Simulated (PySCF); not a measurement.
Mg(I)(Et) (C2H5IMg), SMILES [I][Mg][CH2]C. Atoms are numbered in the order given.

```xyz
9

Mg     0.3027     1.1092     0.0000
I     -0.0528    -1.4431     0.0000
C      0.6043     3.1859     0.0000
C     -0.6549     4.0539     0.0000
H      1.2325     3.4277    -0.8771
H      1.2325     3.4277     0.8771
H     -1.2883     3.8720     0.8841
H     -1.2883     3.8720    -0.8841
H     -0.4207     5.1335     0.0000
```

The structure is a stationary point at PBE0-D3(BJ)/def2-SVP. The structure was generated by enumeration; whether it is a known compound was not checked. The def2 effective core potentials stand for the cores of I; spin–orbit coupling is left out. The values are those of a single conformer.

Calculation: PBE0-D3(BJ)/def2-SVP run with PySCF.

Frequencies are harmonic and unscaled.

```json
[
 {"mode": "1", "ν (cm⁻¹)": "67", "IR (km/mol)": "6.4", "moving atoms (share of kinetic energy)": "Mg 47 %, C 30 %, H 16 %"},
 {"mode": "2", "ν (cm⁻¹)": "93", "IR (km/mol)": "12.9", "moving atoms (share of kinetic energy)": "Mg 59 %, H 30 %, C 8 %"},
 {"mode": "3", "ν (cm⁻¹)": "192", "IR (km/mol)": "18.4", "moving atoms (share of kinetic energy)": "C 45 %, Mg 28 %, I 15 %, H 12 %"},
 {"mode": "4", "ν (cm⁻¹)": "229", "IR (km/mol)": "7.8", "moving atoms (share of kinetic energy)": "H 81 %, C 11 %, Mg 8 %"},
 {"mode": "5", "ν (cm⁻¹)": "278", "IR (km/mol)": "30.4", "moving atoms (share of kinetic energy)": "C 39 %, Mg 35 %, H 15 %, I 11 %"},
 {"mode": "6", "ν (cm⁻¹)": "554", "IR (km/mol)": "63.0", "moving atoms (share of kinetic energy)": "Mg 56 %, C 32 %, H 11 %"},
 {"mode": "7", "ν (cm⁻¹)": "558", "IR (km/mol)": "50.5", "moving atoms (share of kinetic energy)": "H 80 %, C 18 %"},
 {"mode": "8", "ν (cm⁻¹)": "914", "IR (km/mol)": "5.6", "moving atoms (share of kinetic energy)": "H 93 %"},
 {"mode": "9", "ν (cm⁻¹)": "947", "IR (km/mol)": "8.8", "moving atoms (share of kinetic energy)": "H 90 %, C 10 %"},
 {"mode": "10", "ν (cm⁻¹)": "1038", "IR (km/mol)": "11.6", "moving atoms (share of kinetic energy)": "C 79 %, H 20 %"},
 {"mode": "11", "ν (cm⁻¹)": "1168", "IR (km/mol)": "27.4", "moving atoms (share of kinetic energy)": "H 65 %, C 34 %"},
 {"mode": "12", "ν (cm⁻¹)": "1240", "IR (km/mol)": "4.8", "moving atoms (share of kinetic energy)": "H 76 %, C 24 %"},
 {"mode": "13", "ν (cm⁻¹)": "1391", "IR (km/mol)": "9.6", "moving atoms (share of kinetic energy)": "H 83 %, C 17 %"},
 {"mode": "14", "ν (cm⁻¹)": "1429", "IR (km/mol)": "0.4", "moving atoms (share of kinetic energy)": "H 90 %, C 10 %"},
 {"mode": "15", "ν (cm⁻¹)": "1469", "IR (km/mol)": "1.5", "moving atoms (share of kinetic energy)": "H 96 %"},
 {"mode": "16", "ν (cm⁻¹)": "1482", "IR (km/mol)": "7.5", "moving atoms (share of kinetic energy)": "H 97 %"},
 {"mode": "17", "ν (cm⁻¹)": "3025", "IR (km/mol)": "57.9", "moving atoms (share of kinetic energy)": "H 97 %"},
 {"mode": "18", "ν (cm⁻¹)": "3038", "IR (km/mol)": "18.3", "moving atoms (share of kinetic energy)": "H 95 %"},
 {"mode": "19", "ν (cm⁻¹)": "3087", "IR (km/mol)": "4.8", "moving atoms (share of kinetic energy)": "H 91 %, C 9 %"},
 {"mode": "20", "ν (cm⁻¹)": "3102", "IR (km/mol)": "24.5", "moving atoms (share of kinetic energy)": "H 91 %, C 9 %"},
 {"mode": "21", "ν (cm⁻¹)": "3123", "IR (km/mol)": "29.3", "moving atoms (share of kinetic energy)": "H 91 %, C 9 %"}
]
```
